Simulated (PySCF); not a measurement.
CH3O3Tc, SMILES [CH3][Tc](=[O])(=[O])=[O], multiplicity 1.

Geometry optimised at r2SCAN-D4/def2-SVP. The spin state was assumed, not searched. The def2 effective core potentials stand for the cores of Tc; spin–orbit coupling is left out.

All values below come from B3LYP/def2-TZVP run with PySCF.

Symmetry labels are those of the subgroup Cs that the program uses (full group C3v).

Task: List the valence orbital energies around the gap with their symmetry. (Estimate from the structure and the level; the computed values follow.)

Result: 
```json
[
 {"orbital": "HOMO−7", "symmetry": "A'", "energy (eV)": "-12.61"},
 {"orbital": "HOMO−6", "symmetry": "A\"", "energy (eV)": "-11.69"},
 {"orbital": "HOMO−5", "symmetry": "A'", "energy (eV)": "-11.69"},
 {"orbital": "HOMO−4", "symmetry": "A'", "energy (eV)": "-10.39"},
 {"orbital": "HOMO−3", "symmetry": "A'", "energy (eV)": "-9.69"},
 {"orbital": "HOMO−2", "symmetry": "A\"", "energy (eV)": "-9.69"},
 {"orbital": "HOMO−1", "symmetry": "A'", "energy (eV)": "-9.68"},
 {"orbital": "HOMO", "symmetry": "A\"", "energy (eV)": "-9.43"},
 {"orbital": "LUMO", "symmetry": "A\"", "energy (eV)": "-3.83"},
 {"orbital": "LUMO+1", "symmetry": "A'", "energy (eV)": "-3.83"},
 {"orbital": "LUMO+2", "symmetry": "A'", "energy (eV)": "-1.72"},
 {"orbital": "LUMO+3", "symmetry": "A'", "energy (eV)": "-0.93"}
]
```
